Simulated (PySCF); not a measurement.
**Potential energy of MgSn along the bond**

Set-up: Mg cc-pVDZ, Sn cc-pVDZ-PP with ECP28; scalar-relativistic core potentials (PySCF 2.14). Energies in eV from Mg + Sn in their ground configurations at the same level. State: ³Σ⁻ (triplet), unpaired electrons π ↑↑.

| R (Å) | TPSS | PBE |
| --- | --- | --- |
| 2.393 | -0.5678 | -0.580 |
| 2.504 | -0.8096 | -0.826 |
| 2.615 | -0.9388 | -0.959 |
| 2.699 | -0.9822 | -1.004 |
| 2.782 | -0.9920 | -1.017 |
| 2.865 | -0.9770 | -1.004 |
| 2.977 | -0.9299 | -0.959 |
| 3.116 | -0.8445 | -0.876 |
| 3.283 | -0.7251 | -0.759 |
| 3.505 | -0.5662 | -0.600 |

**Question.** Put a parabola through the three lowest points of the TPSS curve and estimate Re, k and ωe (reduced mass 19.99 u; 1 eV/Å² = 0.16022 mdyn/Å; ωe = 1302.8·√(k/μ) cm⁻¹).

**Answer.** Through R = 2.699, 2.782, 2.865 Å the second-order coefficient is 1.80 eV/Å², so Re ≈ 2.773 Å, k ≈ 0.577 mdyn/Å and ωe ≈ 221 cm⁻¹. A polynomial fit of higher order to the unrounded TPSS energies gives Re = 2.769 Å, k = 0.597 mdyn/Å, ωe = 225 cm⁻¹; anharmonicity and rounding make the difference.

The higher-order fit for each curve: TPSS: Re = 2.769 Å, ωe = 225 cm⁻¹, De = 0.99 eV; PBE: Re = 2.777 Å, ωe = 223 cm⁻¹, De = 1.02 eV.

Spin–orbit coupling is left out, which matters for elements this heavy, above all for dissociation energies. The state is the lowest determinant that a PBE0 search found; another state may lie lower at other levels.
